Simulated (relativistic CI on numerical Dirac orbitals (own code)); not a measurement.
# Charge states of bismuth

Computed by Dirac-Coulomb-Breit CI, orbitals from a KLI potential per configuration, model QED (radiative potential, 1s self-energy scaled to tabulated hydrogen-like ionisation energies), valence Slater integrals scaled by 0.9 (own radial code, finite nucleus).

Each species is treated in one configuration, given outside its closed core. Radial values are for the open shell of highest l, unscaled and averaged over j; ζ includes the Breit term. Labels give the leading LS character, summed over repeated terms.

| Ion | Configuration | Its lowest level | LS weight (%) | g_J | g√(J(J+1)) | ⟨r⟩ (bohr) | ⟨r²⟩ (bohr²) | ζ (cm⁻¹) |
| --- | --- | --- | --- | --- | --- | --- | --- | --- |
| Bi | 4f¹⁴5d¹⁰6s²6p³ | ⁴S°3/2 | 65 | 1.706 | 3.30 | 3.074 | 10.98 | 10360 |
| Bi+ | 4f¹⁴5d¹⁰6s²6p² | ³P0 | 84 |  | 0.00 | 2.821 | 9.066 | 12240 |
| Bi2+ | 4f¹⁴5d¹⁰6s²6p | ²P°1/2 | 100 | 0.666 | 0.58 | 2.644 | 7.88 | 14170 |
| Bi3+ | 4f¹⁴5d¹⁰6s² | ¹S0 | 100 |  | 0.00 |  |  |  |
| Bi4+ | 4f¹⁴5d¹⁰6s | ²S1/2 | 100 | 2.002 | 1.73 | 1.959 | 4.276 |  |
| Bi5+ | 4f¹⁴5d¹⁰ | ¹S0 | 100 |  | 0.00 |  |  |  |
| Bi6+ | 4f¹⁴5d⁹ | ²D5/2 | 100 | 1.200 | 3.55 | 1.164 | 1.54 | 9997 |
| Bi7+ | 4f¹⁴5d⁸ | ³F4 | 94 | 1.234 | 5.52 | 1.139 | 1.469 | 10550 |
| Bi8+ | 4f¹⁴5d⁷ | ? | ? | ? | ? | ? | ? | ? |
| Bi9+ | 4f¹⁴5d⁶ | ⁵D4 | 61 | 1.374 | 6.14 | 1.095 | 1.351 | 11690 |
| Bi10+ | 4f¹⁴5d⁵ | ⁶S5/2 | 53 | 1.724 | 5.10 | 1.075 | 1.3 | 12260 |
| Bi11+ | 4f¹⁴5d⁴ | ³P0 | 50 |  | 0.00 | 1.056 | 1.254 | 12850 |
| Bi12+ | 4f¹⁴5d³ | ⁴F3/2 | 65 | 0.594 | 1.15 | 1.038 | 1.211 | 13440 |
| Bi13+ | 4f¹⁴5d² | ³F2 | 81 | 0.737 | 1.80 | 1.022 | 1.172 | 14040 |
| Bi14+ | 4f¹⁴5d | ²D3/2 | 100 | 0.798 | 1.55 | 1.006 | 1.135 | 14640 |
| Bi15+ | 4f¹⁴ | ¹S0 | 100 |  | 0.00 |  |  |  |
| Bi16+ | 4d¹⁰4f¹⁴5s²5p⁵ | ²P°3/2 | 100 | 1.333 | 2.58 | 0.8599 | 0.8259 | 162500 |
| Bi17+ | 4d¹⁰4f¹⁴5s²5p⁴ | ³P2 | 71 | 1.354 | 3.32 | 0.8512 | 0.8091 | 166700 |
| Bi18+ | 4d¹⁰4f¹⁴5s²5p³ | J = 3/2 (mixed) | 45 | 1.388 | 2.69 | 0.8428 | 0.793 | 171100 |
| Bi19+ | 4d¹⁰4f¹⁴5s²5p² | ³P0 | 72 |  | 0.00 | 0.8345 | 0.7775 | 175400 |
| Bi20+ | 4d¹⁰4f¹⁴5s²5p | ²P°1/2 | 100 | 0.664 | 0.57 | 0.8264 | 0.7624 | 179800 |
| Bi21+ | 4d¹⁰4f¹⁴5s² | ¹S0 | 100 |  | 0.00 |  |  |  |
| Bi22+ | 4d¹⁰4f¹³5s² | ²F°7/2 | 100 | 1.140 | 4.52 | 0.4156 | 0.2018 | 12680 |
| Bi23+ | 4d¹⁰4f¹³5s | ³F°4 | 100 | 1.247 | 5.58 | 0.4135 | 0.1994 | 12790 |

Q: Fill in the row of Bi8+.

A: Its lowest level ⁴F9/2; LS weight (%) 75; g_J 1.273; g√(J(J+1)) 6.33; ⟨r⟩ (bohr) 1.116; ⟨r²⟩ (bohr²) 1.407; ζ (cm⁻¹) 11120.

At low charge ζ of a weakly bound d or f electron comes out too small.
